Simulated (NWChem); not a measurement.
C₃H₃ClF₂; SMILES F[C@@H]1[C@H](F)[C@H]1Cl

```xyz
9

F      0.2074    -1.6346     1.3954
C     -0.4404    -0.6228     0.7529
C     -0.4404    -0.6228    -0.7529
F      0.2074    -1.6346    -1.3954
C      0.4149     0.3577     0.0000
Cl     0.0463     2.0933     0.0000
H     -1.3250    -0.2749     1.2811
H     -1.3250    -0.2749    -1.2811
H      1.4794     0.1444     0.0000
```
Atoms are numbered in this order, from 1.

Results from NWChem. Pople sets run with spherical d functions. Coordinates come from a B3LYP/6-31G* (spherical d) optimisation. Level: B3LYP/6-31G* with SMD (1 M gas to 1 M solution), gas-phase geometry.

Predict the results for solvent toluene. Quantities: solvation free energy (kcal/mol); cavity-dispersion-structure term (kcal/mol); dipole in solution (D).


| Quantity | Result |
|---|---|
| solvation free energy (kcal/mol) | -4.5 |
| cavity-dispersion-structure term (kcal/mol) | -1.7 |
| dipole in solution (D) | 1.21 |
